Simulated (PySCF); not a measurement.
Ga(F)(Br)(OH) (BrFGaHO), SMILES [OH][Ga]([F])[Br].

Geometry: PBE0-D3(BJ)/def2-SVP. The structure was generated by enumeration; whether it is a known compound was not checked. The values are those of a single conformer.

Computed with r2SCAN/def2-TZVPD run with PySCF.

Gas-phase values at a fixed geometry.

Computed frontier levels, gap, dipole moment and polarisability:
| Quantity | Result |
|---|---|
| highest occupied level | -8.09 eV |
| lowest empty level | -2.48 eV |
| orbital gap | 5.61 eV |
| dipole moment | 0.95 D |
| quadrupole, principal values (traceless, Buckingham form, about the centre of nuclear charge) | -10.77, 3.82, 6.94 D·Å |
| mean static polarisability | 52.3 bohr³ (7.74 Å³) |
| polarisability, principal values | 41.7, 49.5, 65.6 bohr³ |
